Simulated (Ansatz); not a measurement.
Geometry optimisation, Ansatz, RKS PBE0/def2-SVP.

The input (input.yaml):

```yaml
crystal:
  periodic: [false, false, false]
  atoms:
    - { symbol: B, position_ang: [0.02509, -0.631684, -0.429712] }
    - { symbol: H, position_ang: [0.001338, 0.216959, 1.811192] }
    - { symbol: Cl, position_ang: [1.517136, 0.174017, -0.792617] }
    - { symbol: Cl, position_ang: [-1.498693, 0.119779, -0.779581] }
    - { symbol: Cl, position_ang: [0.058302, -2.328295, 0.20916] }
    - { symbol: H, position_ang: [0.025728, -0.474476, 2.001259] }
basis:
  gaussian: { orbitals: def2-SVP }
hamiltonian:
  xc: pbe0
relax:
  f_tol: 0.03
  max_steps: 50
output:
  orbitals: {}
```

Run as:

```bash
$ ansatz run input.yaml --threads 1 --pin off --max-ram 2048MiB --backend cpu --events-out ev --progress --plain --runs-dir out
```

Task: Where does it end, and by what steps?

Result: It converged. After 6 steps the energy has fallen by 0.227 eV; H2 moved furthest, 0.58 Å.

```tsv
step	energy less start (eV)	largest force component (eV/Å)	accepted
0	0.0000	1.800	yes
1	-0.1419	0.729	yes
2	-0.1031	1.090	no
3	-0.1873	0.607	yes
4	-0.2107	0.437	yes
5	-0.2248	0.151	yes
6	-0.2271	0.025	yes
```

```xyz
6
Properties=species:S:1:pos:R:3
B 0.027 -0.753 -0.704
H -0.002 0.422 2.356
Cl 1.518 0.091 -1.008
Cl -1.497 0.035 -0.998
Cl 0.059 -2.392 -0.111
H 0.024 -0.327 2.484
```

Whether the end is a true minimum wasn't checked by a vibrational analysis.

Time of the run: 21 s on 1 thread of Arm Neoverse V2 (shared host), peak memory 0.15 GiB.
